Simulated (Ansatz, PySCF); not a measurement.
CH5N (SMILES CN) and CH2O2 (SMILES O=CO) are pulled apart as rigid monomers along the line of their centres of mass, from the B3LYP-D3(BJ)/def2-TZVP minimum. Starting geometry (charge 0, multiplicity 1):
```
atom    x (Å)    y (Å)    z (Å)
----  -------  -------  -------
C      0.1951   0.6462   0.1549
N     -0.5601  -0.4425   0.7931
H      0.9855   0.9585   0.8359
H     -0.4698   1.4936  -0.0117
H      0.6467   0.3639  -0.8006
H      0.0563  -1.2240   0.9904
H     -1.3030  -0.7782   0.1909
O      1.1981  -0.1333   3.3673
C      0.1816   0.2483   3.8988
O     -1.0030   0.3544   3.3240
H      0.1370   0.5581   4.9537
H     -0.9283   0.0488   2.3515
```

Interaction energies with rigid monomers; basis-set methods are counterpoise corrected unless marked otherwise.

Cores are frozen in the correlated methods. Rows in 3-21G, 6-311+G**, 6-31G* carry no dispersion term and start afresh at each structure (6-31G* with six Cartesian d functions). MP2/6-31G* freezes PySCF's default core.

Codes used: Ansatz (Gaussian orbitals); PySCF for 3-21G rows, 6-311+G** rows, 6-31G* rows, the dispersion terms. Values without a source in brackets are computed.

| N2···H12 (Å) | HF/3-21G (no counterpoise) (kcal/mol) | B3LYP/6-311+G** (no counterpoise) (kcal/mol) | PBE0-D4/def2-TZVPPD (kcal/mol) | MP2/6-31G* (no counterpoise) (kcal/mol) | CCSD/aug-cc-pVDZ (kcal/mol) |
|---|---|---|---|---|---|
| 1.52 | -20.96 | -12.56 | ___ | -15.94 | -10.21 |
| 1.68 | -21.46 | -13.97 | -15.89 | -17.43 | -12.15 |
| 1.91 | -18.89 | -13.00 | -14.26 | -16.26 | -11.75 |
| 2.30 | -12.90 | -9.17 | -9.77 | -11.62 | -8.57 |
| 2.95 | ___ | -4.43 | -4.69 | -5.73 | -4.30 |

Problem. Fill in the missing entries.

Solution. 
- 2.95, HF/3-21G (no counterpoise) (kcal/mol): -5.74
- 1.52, PBE0-D4/def2-TZVPPD (kcal/mol): -15.05

Ansatz is a program for electronic structure.
